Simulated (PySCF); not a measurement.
# V: interval between two levels

V [Ar] 3d3 4s2 [4F9/2, M_J = 9/2] → V [Ar] 3d4 4s1 [6D9/2, M_J = 9/2], as a difference of total energies. Calculation: PySCF 2.14, in x2c-TZVPall-2c with one added diffuse shell each of s, p, d type (7s8p5d1f, 63 functions); the two-component X2C-1e Hamiltonian. Correlated levels: [Ne] frozen; the 6 highest virtual spinors dropped. "Screened" scales the spin-orbit matrix elements by Boettger's factors to mimic the two-electron term; Breit and QED terms are absent.

```csv
method,interval between two levels (cm⁻¹),error (cm⁻¹)
GHF (spin-free),2468.6,+597
GMP2 (spin-free),343.87,-1528
GHF (screened spin-orbit),2351.7,+480
GMP2 (screened spin-orbit),226.43,-1645
```

Reference: 1871.8 cm⁻¹ (measured; NIST Handbook of Basic Atomic Spectroscopic Data (Sansonetti and Martin, J. Phys. Chem. Ref. Data 34, 1559 (2005))).

Errors of the correlated levels include the incompleteness of this basis and the frozen core.

The labels give the starting determinants; with spin-orbit coupling the two ends relaxed to ⟨J²⟩ = 24.77, ⟨L²⟩ = 12.01, ⟨S²⟩ = 3.76 and ⟨J²⟩ = 24.76, ⟨L²⟩ = 6.01, ⟨S²⟩ = 8.75.
